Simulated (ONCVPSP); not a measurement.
## How hard is this Al (Z = 13) ONCV potential?

Al (Z = 13), optimised norm-conserving Vanderbilt (ONCV), made with ONCVPSP 4.0.1 (LDA (Perdew-Wang 92), scalar-relativistic). Core [Ne], reference 3s2 3p1. Waves: 3s: rc 1.65 bohr, ncon 4, nbas 8, qcut 4.6 1/bohr, 2 projectors, debl 4 Ha; 3p: rc 2.00 bohr, ncon 5, nbas 8, qcut 4 1/bohr, 2 projectors, debl 3.2 Ha. Local part: polynomial inside 1.05 bohr (lpopt 5, dvloc0 4 Ha). Core correction: Teter function, fcfact 3, rcfact 1.5.

**Question.** For each optimised wave give the share of its norm inside rc, the residual kinetic energy above qcut (Ha) and the cutoffs (Ha) for errors of 10, 1, 0.1 and 0.01 mHa per electron.

**Answer.**

```csv
wave,norm inside rc,residual KE,10 mHa,1 mHa,0.1 mHa,0.01 mHa
3s,0.182,9.9e-05,3.6,5.8,10.2,60.5
s projector 2,0.114,1.4e-02,14.5,78.4,90.9,124.5
3p,0.156,1.4e-04,1.3,2.2,16.2,44.1
p projector 2,0.159,1.9e-02,15.3,56.8,66.1,72.1
```

The occupied waves need 5.8 Ha and 16 Ha for 1 and 0.1 mHa. The cutoffs count occupied waves only; projector 2 of the s channel, the hardest unoccupied one, needs 78 Ha at the loose tolerance.
